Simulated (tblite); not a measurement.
Species: C6H6ClO2 (charge -1).
Atom-mapped SMILES: `[CH2:1]=[CH:2]/[CH:3]=[C:4](/[CH2:5][Cl:6])[C:7](=[O:8])[O-:9]` (hydrogens: H10, H11 on C1; H12 on C2; H13 on C3; H14, H15 on C5)
Bond orders are those of one Lewis drawing.

Computed with GFN2-xTB (tblite), gas phase: Langevin dynamics at 200 K from the optimised GFN2-xTB geometry, time step 0.5 fs, friction 0.01 fs⁻¹, 2000 steps.

Start geometry:
```
atom  x, y, z in Å
C1      2.666   -0.376   -0.957
C2      1.477    0.168   -0.712
C3      0.457   -0.457    0.093
C4     -0.743    0.084    0.308
C5     -1.830   -0.496    1.109
Cl6    -1.511   -2.141    1.817
C7     -1.228    1.457   -0.344
O8     -1.973    1.292   -1.310
O9     -0.819    2.470    0.217
H10     2.938   -1.342   -0.558
H11     3.411    0.115   -1.562
H12     1.221    1.136   -1.119
H13     0.715   -1.420    0.530
H14    -2.062    0.137    1.968
H15    -2.725   -0.619    0.497
```

The statistics below take the 31 frames saved every 25 fs from 250 to 1000 fs; their kinetic temperature (all 3N coordinates) averages 224 K.

Question: Give the mean, spread and extremes of the bond lengths.

Answer: 
```
  bond  start (Å)  mean (Å)  standard deviation (Å)  shortest (Å)  longest (Å)
 C1=C2      1.331     1.336                   0.015         1.305        1.363
 C2–C3      1.442     1.449                   0.031         1.397        1.517
 C3=C4      1.334     1.340                   0.020         1.303        1.387
 C4–C5      1.469     1.475                   0.023         1.412        1.518
C5–Cl6      1.819     1.823                   0.037         1.735        1.929
 C4–C7      1.595     1.596                   0.041         1.518        1.694
 C7=O8      1.231     1.234                   0.020         1.205        1.290
 C7–O9      1.228     1.229                   0.018         1.200        1.276
C1–H10      1.080     1.086                   0.024         1.028        1.131
C1–H11      1.078     1.081                   0.019         1.047        1.133
C2–H12      1.081     1.082                   0.032         1.022        1.146
C3–H13      1.089     1.088                   0.020         1.057        1.126
C5–H14      1.092     1.095                   0.016         1.052        1.134
C5–H15      1.092     1.095                   0.020         1.057        1.134
```

Question: How far does each atom move about its mean position (frames aligned on the start, all atoms weighted alike), and what rms force does it feel?

Answer: 
```tsv
atom	rms displacement (Å)	rms force (eV/Å)
C1	0.11	1.46
C2	0.11	1.80
C3	0.12	1.75
C4	0.09	1.60
C5	0.07	1.20
Cl6	0.31	0.53
C7	0.10	1.61
O8	0.37	1.29
O9	0.29	1.20
H10	0.29	0.85
H11	0.19	0.71
H12	0.27	1.11
H13	0.21	0.78
H14	0.26	0.58
H15	0.27	0.70
```

The displacements run from 0.07 to 0.37 Å, the largest at O8.

Question: Follow the torsions C1–C2–C3–C4, C3–C4–C5–Cl6 and C3–C4–C7–O8 through every second one of these frames.

Answer: 
```
t (fs)  C1–C2–C3–C4 (°)  C3–C4–C5–Cl6 (°)  C3–C4–C7–O8 (°)
   250             -163                -1              133
   300             -179                 4              119
   350              172                 1              114
   400             -168               -39              127
   450             -178               -24              118
   500              171               -12              109
   550              168               -17              104
   600              174               -13              107
   650             -172               -15              123
   700             -171               -11              130
   750             -173                -2              142
   800             -179               -12              163
   850              162               -23              160
   900              152               -31              140
   950              160               -47              149
  1000              171               -27              139
```

Largest departure from the start value over all these frames: C1–C2–C3–C4 30° (start -178°), C3–C4–C5–Cl6 45° (start -2°), C3–C4–C7–O8 62° (start 101°).

Question: How widely does the potential energy scatter, against a harmonic estimate?

Answer: Mean 0.37 eV above the start, standard deviation 0.095 eV, range 0.21 to 0.59 eV. For 39 classical harmonic modes at 200 K the canonical values are 39kT/2 = 0.34 eV and kT·√(39/2) = 0.076 eV.

The run is classical and short, so these are rough statistics of one trajectory.

The cost below is that of the whole dynamics run. Time: 14 s wall; peak memory 0.18 GiB. Hardware: one thread of an Arm Neoverse V1, shared host.
